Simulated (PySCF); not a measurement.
Bi(Br)(Me)2, C2H6BiBr, SMILES [CH3][Bi]([CH3])[Br] (B3LYP/def2-SVP optimised geometry):

```
10

Bi    -1.211    -0.826     0.000
Br    -1.445     1.834     0.000
C     -1.326    -1.038    -2.283
H     -2.367    -0.900    -2.606
H     -0.975    -2.043    -2.562
H     -0.685    -0.272    -2.739
C      1.085    -0.826     0.000
H      1.445    -0.559     1.003
H      1.437    -0.091    -0.735
H      1.437    -1.834    -0.270
```

Computed with B3LYP/def2-TZVP, def2 effective core potentials past Kr (PySCF).

**Question.** What are the frontier orbital energies and the dipole moment?

**Answer.** HOMO-2 -7.87 eV, HOMO-1 -7.29 eV, HOMO -6.89 eV, LUMO -1.96 eV, LUMO+1 -0.69 eV; dipole moment 3.69 D.

On the same geometry PBE/def2-TZVP, def2 effective core potentials past Kr run with PySCF 2.14.0 gives HOMO-2 -6.92 eV, HOMO-1 -6.35 eV, HOMO -6.03 eV, LUMO -2.44 eV, LUMO+1 -1.15 eV; dipole moment 3.52 D.
